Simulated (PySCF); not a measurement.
Stepwise substitution at one centre (Ge H-SiH3). All species are isolated molecules in the gas phase. Strings in code marks are SMILES.

Computed with PBE0-D3(BJ)/def2-TZVP // PBE0-D3(BJ)/def2-SVP (PySCF). All candidates: neutral, multiplicity 1. Excitations are Tamm–Dancoff values on a coarser integration grid. The basis has no diffuse functions, so Rydberg states are missing or too high.

- T1 excitation (TDA) = 5.81 eV
- S1 excitation (TDA) = 6.91 eV
- HOMO–LUMO gap = 7.80 eV

**Question.** Name which member has these values.
A) `[SiH3][GeH3]`
B) `[SiH3][GeH2][SiH3]`
C) `[SiH3][GeH]([SiH3])[SiH3]`

**Answer.** B, `[SiH3][GeH2][SiH3]`. The others give `[SiH3][GeH]([SiH3])[SiH3]`: 5.80 eV, 6.57 eV, 7.72 eV; `[SiH3][GeH3]`: 6.52 eV, 7.57 eV, 8.66 eV
